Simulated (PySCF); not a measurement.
Ga(F)2(OH) (F₂GaHO), SMILES [F][Ga]([OH])[F]. Atoms are numbered in the order given.

```xyz
5

Ga     0.0135    -0.0043     0.0000
F     -1.6928    -0.3423     0.0000
F      1.0924    -1.3583     0.0000
O      0.6316     1.6416     0.0000
H     -0.0667     2.3064     0.0000
```

Geometry: PBE0-D3(BJ)/def2-SVP. One conformer was computed; it need not be the lowest.

All values below come from PySCF with CAM-B3LYP/def2-TZVPD.

Symmetry labels are those of the subgroup Cs that the program uses (full group Cs).

**Question.** List the valence orbital energies around the gap with their symmetry. (Estimate from the structure and the level; the computed values follow.)

**Answer.** 
```tsv
orbital	symmetry	energy (eV)
HOMO−7	A'	-15.26
HOMO−6	A'	-14.19
HOMO−5	A"	-13.70
HOMO−4	A'	-13.48
HOMO−3	A"	-13.18
HOMO−2	A'	-13.03
HOMO−1	A'	-12.15
HOMO	A"	-11.63
LUMO	A'	-1.24
LUMO+1	A"	0.29
LUMO+2	A'	0.98
LUMO+3	A'	1.72
```
